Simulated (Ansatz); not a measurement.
Ansatz (a quantum-chemistry and plane-wave program) input (CCSD(T)/aug-cc-pVDZ):

Ansatz 0.2 input:
```yaml
crystal:
  periodic: [false, false, false]
  atoms:
    - {symbol: C, position_ang: [-1.77098308, 0.09004013, -0.78796614]}
    - {symbol: C, position_ang: [-2.55384296, 1.16295614, -0.12192845]}
    - {symbol: C, position_ang: [-0.64747542, -0.59184269, -0.09342834]}
    - {symbol: C, position_ang: [0.63303875, 0.28189759, 0.01194858]}
    - {symbol: C, position_ang: [1.73174015, -0.41112706, 0.75229994]}
    - {symbol: C, position_ang: [2.90857842, -0.74599962, 0.23848246]}
    - {symbol: H, position_ang: [-1.87238224, -0.03788482, -1.85926018]}
    - {symbol: H, position_ang: [-2.75297261, 0.91923662, 0.92665860]}
    - {symbol: H, position_ang: [-2.02058549, 2.12672153, -0.11774376]}
    - {symbol: H, position_ang: [-3.50941683, 1.33881895, -0.61941965]}
    - {symbol: H, position_ang: [-0.94992121, -0.86679922, 0.92471422]}
    - {symbol: H, position_ang: [-0.38337642, -1.51903009, -0.60757615]}
    - {symbol: H, position_ang: [0.96980176, 0.55371445, -0.99130844]}
    - {symbol: H, position_ang: [0.37295972, 1.21255318, 0.52666900]}
    - {symbol: H, position_ang: [1.51579726, -0.66969310, 1.78665322]}
    - {symbol: H, position_ang: [3.16400013, -0.51199835, -0.78922441]}
    - {symbol: H, position_ang: [3.65976065, -1.26118596, 0.82338925]}
basis:
  gaussian:
    orbitals: aug-cc-pVDZ
magnetization: {spin_polarized: true, initial_magnetization: 1}
correlation: {method: ccsd_t, electrons: outside_noble_gas}
output: {forces: true}
```

End of the output:

```
cycle  10  -25.11080242 eV  change    4.5e-5 eV  update   3.8e-5
cycle  11  -25.11082705 eV  change   -2.5e-5 eV  update   1.8e-5
cycle  12  -25.11083514 eV  change   -8.1e-6 eV  update   7.2e-6
cycle  13  -25.11083868 eV  change   -3.5e-6 eV  update   3.2e-6
cycle  14  -25.11084118 eV  change   -2.5e-6 eV  update   1.2e-6
cycle  15  -25.11084148 eV  change   -3.0e-7 eV  update   5.4e-7
cycle  16  -25.11084145 eV  change    2.6e-8 eV  update   2.4e-7
cycle  17  -25.11084143 eV  change    2.0e-8 eV  update   1.2e-7
perturbative correction -0.89454737 eV, -0.0328740097 hartree
the calculation of the forces begins
1.15 GiB of device memory are held for the factors and their scratch space
Total energy: -6381.89674663 eV, -234.5303796337 hartree
Atom 0 at    -1.770983     0.090040    -0.787966 Å, force    -0.116179    -0.146596    -0.131344 eV/Å
Atom 1 at    -2.553843     1.162956    -0.121928 Å, force    -0.041595     0.197795     0.109165 eV/Å
Atom 2 at    -0.647475    -0.591843    -0.093428 Å, force     0.314836     0.021205     0.123366 eV/Å
Atom 3 at     0.633039     0.281898     0.011949 Å, force    -0.279134    -0.004563    -0.073577 eV/Å
Atom 4 at     1.731740    -0.411127     0.752300 Å, force    -1.043894     0.235689     0.531693 eV/Å
Atom 5 at     2.908578    -0.746000     0.238482 Å, force     1.080043    -0.302928    -0.492073 eV/Å
Atom 6 at    -1.872382    -0.037885    -1.859260 Å, force    -0.039780    -0.051534    -0.518029 eV/Å
Atom 7 at    -2.752973     0.919237     0.926659 Å, force    -0.085785    -0.127098     0.437564 eV/Å
Atom 8 at    -2.020585     2.126722    -0.117744 Å, force     0.221173     0.371728    -0.008365 eV/Å
Atom 9 at    -3.509417     1.338819    -0.619420 Å, force    -0.412034     0.057478    -0.216206 eV/Å
Atom 10 at    -0.949921    -0.866799     0.924714 Å, force    -0.137077    -0.109762     0.446724 eV/Å
Atom 11 at    -0.383376    -1.519030    -0.607576 Å, force     0.123620    -0.415070    -0.242492 eV/Å
Atom 12 at     0.969802     0.553714    -0.991308 Å, force     0.155396     0.111557    -0.475450 eV/Å
Atom 13 at     0.372960     1.212553     0.526669 Å, force    -0.116495     0.410416     0.225828 eV/Å
Atom 14 at     1.515797    -0.669693     1.786653 Å, force    -0.089430    -0.120459     0.488856 eV/Å
Atom 15 at     3.164000    -0.511998    -0.789224 Å, force     0.116343     0.114741    -0.486316 eV/Å
Atom 16 at     3.659761    -1.261186     0.823389 Å, force     0.349993    -0.242600     0.280655 eV/Å
Dipole moment:    -0.038234     0.059543     0.007496 e Å
```

It need not be the lowest isomer of its formula.
